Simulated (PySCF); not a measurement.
Harmonic spectrum computed at B3LYP in the def2-SVPD basis family (core potentials from Rb on, PySCF, no spin–orbit coupling):

```csv
symmetry,ω (cm⁻¹),IR (km/mol)
a1,73,45.7
a1,416,7.7
b2,511,419
```

Task: Which molecule gave it? In each, all ligands are bound to the one heavy central atom.
A. CoS₂⁻ (quintet)
B. GeS₂⁻ (doublet)
C. HfS₂⁻ (doublet)
D. ScS₂⁻ (singlet)
E. TiS₂⁻ (doublet)

Result: D. It has C2v symmetry with Sc–S 2.270 Å (×2).
